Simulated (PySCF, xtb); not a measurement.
AlH3, SMILES [AlH3].

Harmonic wavenumbers (cm⁻¹) from GFN2-xTB in xtb 6.7.1 at its own minimum, in rising order: 765, 765, 767, 1734, 1762, 1763.

Question: What does PBE-D3(BJ)/def2-TZVPD in PySCF 2.14.0 give at its own minimum? (An estimate is asked for; the answer gives what the named calculation found.)

Answer: 681, 764, 764, 1867, 1882, 1882. Paired by order, the mean absolute difference is 77 cm⁻¹ and the zero-point energies are 10.8 and 11.2 kcal/mol.
